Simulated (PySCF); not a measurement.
Molfile (atoms numbered from 1):
```
C3H8BOP
     RDKit          3D

 14 13  0  0  0  0  0  0  0  0999 V2000
    0.6710   -1.2090   -1.0769 C   0  0  0  0  0  0  0  0  0  0  0  0
   -0.0197   -0.2702   -0.3890 C   0  0  0  0  0  0  0  0  0  0  0  0
   -1.5652   -0.1831   -0.5162 B   0  0  0  0  0  0  0  0  0  0  0  0
   -2.5393    1.1360    0.3982 P   0  0  0  0  0  0  0  0  0  0  0  0
    0.5350    0.6189    0.4703 O   0  0  0  0  0  0  0  0  0  0  0  0
    1.9215    0.5952    0.6504 C   0  0  0  0  0  0  0  0  0  0  0  0
    0.1246   -1.8655   -1.7541 H   0  0  0  0  0  0  0  0  0  0  0  0
    1.7507   -1.3585   -0.9996 H   0  0  0  0  0  0  0  0  0  0  0  0
   -2.1307   -0.8861   -1.3182 H   0  0  0  0  0  0  0  0  0  0  0  0
   -1.9094    1.1613    1.6691 H   0  0  0  0  0  0  0  0  0  0  0  0
   -3.7344    0.4452    0.7323 H   0  0  0  0  0  0  0  0  0  0  0  0
    2.1681    1.3978    1.3572 H   0  0  0  0  0  0  0  0  0  0  0  0
    2.4584    0.7729   -0.2993 H   0  0  0  0  0  0  0  0  0  0  0  0
    2.2620   -0.3700    1.0679 H   0  0  0  0  0  0  0  0  0  0  0  0
  1  2  2  0
  2  3  1  0
  3  4  1  0
  2  5  1  0
  5  6  1  0
  1  7  1  0
  1  8  1  0
  3  9  1  0
  4 10  1  0
  4 11  1  0
  6 12  1  0
  6 13  1  0
  6 14  1  0
M  END
```

Geometry: PBE0-D3(BJ)/def2-SVP; GIAO absolute shieldings from PySCF, gas phase, non-relativistic, averaged over equivalent atoms.

At KT3/pcSseg-1 (149 basis functions, 14 s wall time on 1 thread of an Intel Xeon 6975P-C, shared host):
```json
{"atoms": "C2", "σ (ppm)": "16.5"}
{"atoms": "C1", "σ (ppm)": "78.8"}
{"atoms": "C6", "σ (ppm)": "129.0"}
{"atoms": "B3", "σ (ppm)": "32.1"}
{"atoms": "P4", "σ (ppm)": "497.5"}
{"atoms": "O5", "σ (ppm)": "198.4"}
{"atoms": "H9", "σ (ppm)": "24.27"}
{"atoms": "H8", "σ (ppm)": "26.43"}
{"atoms": "H7", "σ (ppm)": "26.47"}
{"atoms": "H12/H13/H14", "σ (ppm)": "27.82"}
{"atoms": "H10/H11", "σ (ppm)": "28.12"}
```

Question: Predict the values at B97-2/pcSseg-1 on the same geometry.

Answer: 
| atoms | σ at B97-2/pcSseg-1 | change |
| --- | --- | --- |
| C2 | 9.8 | -6.7 |
| C1 | 71.4 | -7.4 |
| C6 | 129.9 | +0.9 |
| B3 | 26.3 | -5.8 |
| P4 | 491.5 | -6.0 |
| O5 | 210.9 | +12.5 |
| H9 | 24.10 | -0.17 |
| H8 | 26.34 | -0.09 |
| H7 | 26.34 | -0.13 |
| H12/H13/H14 | 27.88 | +0.06 |
| H10/H11 | 28.12 | +0.00 |

The largest change is at O5 (ether oxygen). Cost: 149 basis functions, 8.8 s wall time on 1 thread of an Intel Xeon 6975P-C, shared host. The order of the carbon signals is the same at both levels.

A carbon bonded to boron is broadened by the quadrupolar boron nucleus and is often missing from a measured spectrum.
